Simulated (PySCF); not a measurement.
## Orbital energies and ionisation energy

C₄H₁₄Si₄.
Numbering: `[CH2:1]=[CH:2][CH2:3][Si@@H:4]1[SiH2:5][SiH2:6][Si@H:7]1[CH3:8]` (hydrogens: H9, H10 on C1; H11 on C2; H12, H13 on C3; H14 on Si4; H15, H16 on Si5; H17, H18 on Si6; H19 on Si7; H20, H21, H22 on C8)

Structure used (PBE0-D3(BJ)/def2-SVP), in Å, numbered top down from 1:
```xyz
22
C4H14Si4 angstrom
C      2.9534    0.9084   -1.3901
C      2.8378    0.2727   -0.2209
C      1.9118   -0.8621    0.0618
Si     0.3949   -0.2725    1.0636
Si    -1.2552   -1.9613    1.0799
Si    -1.8772   -1.1595   -1.0530
Si    -1.0479    0.9445   -0.3556
C     -2.3740    1.8677    0.6269
H      2.3729    0.6026   -2.2673
H      3.6310    1.7567   -1.5121
H      3.4373    0.6250    0.6287
H      2.4122   -1.6571    0.6399
H      1.5403   -1.3155   -0.8724
H      0.8348    0.3331    2.3615
H     -0.8637   -3.3949    1.2557
H     -2.3380   -1.6250    2.0610
H     -0.9883   -1.7677   -2.0958
H     -3.3031   -1.2882   -1.4884
H     -0.4291    1.8255   -1.3957
H     -3.1809    2.2187   -0.0341
H     -2.8178    1.2101    1.3898
H     -1.9388    2.7407    1.1384
```

Level: wB97X-D/def2-SVPD (PySCF). Frontier orbitals with their largest atomic shares (Löwdin; up to four atoms above 4 %):

```tsv
orbital	ε (eV)	main atoms
HOMO−3	-9.54	Si6 19 %, Si4 16 %, Si5 15 %, H14 9 %
HOMO−2	-9.31	Si7 22 %, Si5 21 %, Si6 18 %, Si4 10 %
HOMO−1	-8.89	C1 16 %, Si7 16 %, Si4 15 %, C2 13 %
HOMO	-8.69	?
LUMO	0.84	Si4 16 %, Si7 16 %, Si6 15 %, Si5 15 %
LUMO+1	1.40	Si5 18 %, Si4 16 %, Si6 12 %, Si7 11 %
LUMO+2	1.46	Si6 22 %, Si5 22 %, Si4 14 %, Si7 13 %
```

Q: What vertical ionisation energy does ΔSCF give, and how far is −ε(HOMO) from it?

A: ΔSCF: 8.63 eV (833 kJ/mol; threshold wavelength 144 nm); ⟨S²⟩ of the doublet left behind is 0.760, against 0.75 for a pure doublet. −ε(HOMO) is 8.69 eV, 0.06 eV above it. For the exact functional −ε(HOMO) would equal the first vertical ionisation energy; wB97X-D (range-separated hybrid) comes within 0.06 eV of that here.

Q: On which atoms does the HOMO lie?

A: Si5 (SiH2 silicon) 20 %, Si4 (SiH silicon) 19 %, Si6 (SiH2 silicon) 13 %, Si7 (SiH silicon) 12 %, so no atom holds as much as 40 %. The HOMO−1 lies 0.20 eV lower.

Q: Shift the occupied levels rigidly so that −ε(HOMO) equals the ΔSCF value. What binding energies result?

A: The shift is -0.06 eV: HOMO 8.63, HOMO−1 8.83, HOMO−2 9.25, HOMO−3 9.48 eV. A rigid shift is only a rough guide to the deeper ionisations.

Q: What total energies stand behind the ΔSCF value?

A: E(N) = -1318.27552 Eh and E(N − 1) = -1317.95827 Eh at the same geometry, 0.31725 Eh apart.

Q: With α = 166.9 au, estimate the like-pair dispersion coefficient by London's formula C6 = (3/4)α²I.

A: I = 0.3173 Eh, so C6 ≈ 6630 au, a rough estimate.

Q: What kinetic energy would electrons from this vertical process carry with He II light (40.814 eV)?

A: 40.81 − 8.63 = 32.18 eV.

Geometry: PBE0-D3(BJ)/def2-SVP, one conformer, isolated molecule.

These values come from a run that also computed excited states and ΔSCF ions. On an Arm Neoverse V1 with one thread, on a shared host, this took 11 min wall and 1.6 GiB of memory at its peak.

Note: wB97X-D ran without an empirical dispersion term, which enters the total energy and its gradient alone.
